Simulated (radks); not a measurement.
Cl+, 16 electrons, occupied as [He] 2s2 2p4 3s2 3p4 3d2 (not the ground configuration). Calculated with a radial shooting solver on a logarithmic mesh with Libxc functionals: scalar-relativistic Kohn-Sham, OLYP, spin-polarised, spherical densities, point nucleus; open shells are filled with parallel spins first. Some entries of the table are withheld. Estimate them.

orbital,occ.,eigenvalue (hartree),<r> (bohr),r(max) (bohr)
1s up,1,-104.8410,0.09093,0.05948
1s down,1,-104.6489,0.09070,0.05943
2s up,1,-11.78829,0.4241,0.3517
2s down,1,-11.40252,0.4267,0.3535
2p up,3,-9.75756,0.3797,0.2890
2p down,1,-9.28579,0.3842,0.2924
3s up,1,-1.57996,1.317,1.141
3s down,1,-1.39869,1.351,1.160
3p up,3,-1.06137,1.420,1.188
3p down,1,-0.88675,1.491,1.222
3d up,2,-0.30698,1.890,1.286
4s up,0,-0.25669,4.187,3.592
4p up,0,(1),5.134,4.499

Answer. 
(1) 4p up eigenvalue (hartree): -0.17653
